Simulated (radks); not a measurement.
Coulomb parameter of the 4d shell of the niobium ion Nb+ in the model configuration [Kr] 4d3 5p1, as a second difference U = [E(n + 0.5) + E(n - 0.5) - 2 E(n)] / (0.5)^2 with all orbitals relaxed. "Bare": the charge of the atom changes with n. "Screened": the 5p shell takes up the change at fixed total charge, which measures U(4d,4d) + U(5p,5p) - 2 U(4d,5p). All-electron calculation, Dirac Kohn-Sham, LDA (Slater exchange, Perdew-Wang correlation), spin-unpolarised, spherical densities, point nucleus; open shells are shared between the two j in proportion to 2j + 1. Program: a radial shooting solver on a logarithmic mesh with Libxc functionals.

| case | configuration | E - E(n) (eV) |
|---|---|---|
| start | [Kr] 4d3 5p1 | 0.000 |
| bare +0.5 | [Kr] 4d3.5 5p1 | -5.181 |
| bare -0.5 | [Kr] 4d2.5 5p1 | 7.538 |
| screened +0.5 | [Kr] 4d3.5 5p0.5 | -2.420 |
| screened -0.5 | [Kr] 4d2.5 5p1.5 | 2.901 |

U(bare) = 9.425 eV, U(screened by 5p) = 1.924 eV.
